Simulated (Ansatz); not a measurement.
C₂H₆AlFO (SMILES C[O][Al]([CH3])[F]), singlet, at a GFN2-xTB geometry (such geometries of metal compounds can be far from the true shape); MP2/def2-TZVPPD in Ansatz (a quantum-chemistry and plane-wave program).

Ansatz was given this input:
Ansatz 0.2 input:
```yaml
crystal:
  periodic: [false, false, false]
  atoms:
    - {symbol: Al, position_ang: [0.05458939, 0.09767513, 0.50719999]}
    - {symbol: F, position_ang: [-0.55105870, -0.84838579, 1.72635688]}
    - {symbol: C, position_ang: [1.07475057, 1.74513919, 0.92479796]}
    - {symbol: H, position_ang: [2.07641278, 1.70551855, 0.49868081]}
    - {symbol: H, position_ang: [1.16472308, 1.88332166, 2.00067558]}
    - {symbol: H, position_ang: [0.58754527, 2.62501275, 0.50649743]}
    - {symbol: O, position_ang: [-0.22398257, -0.38572618, -1.04142408]}
    - {symbol: C, position_ang: [-0.45068049, -0.76955122, -2.36591024]}
    - {symbol: H, position_ang: [0.20991642, -1.59788625, -2.63165564]}
    - {symbol: H, position_ang: [-1.48760343, -1.08912703, -2.49104839]}
    - {symbol: H, position_ang: [-0.25368799, 0.07113723, -3.03589521]}
basis:
  gaussian:
    orbitals: def2-TZVPPD.json
magnetization: {spin_polarized: false}
correlation: {method: mp2}
```
The basis file holds def2-TZVPPD in the JSON format of the Basis Set Exchange.

Write the output that Ansatz gives for this input, abridged.


```
Functional definition: HF
1763 factors; integrals over basis functions are off by at most 1.2e-3 eV
mean field evaluation 1: about -13484.0491 eV, gradient 5.0e1 eV
mean field evaluation 2: about -13484.1617 eV, gradient 5.0e1 eV
mean field evaluation 4: about -13488.7164 eV, gradient 3.8e0 eV
mean field evaluation 8: about -13488.7831 eV, gradient 3.2e-1 eV
mean field -13488.78349486 eV, -495.7036504104 hartree, gradient 5.2e-6 eV, S^2 0.000000; 0 other end points of the search recorded, 0 dependent functions left out
9 core orbitals not correlated
reference -13488.78349486 eV, -495.7036504104 hartree; 15, 15 occupied and 280, 280 virtual orbitals, 1763 factors
second order -25.04086202 eV of doubles, -0.00000000 eV of singles
Total energy: -13513.82435688 eV, -496.6238851163 hartree
```
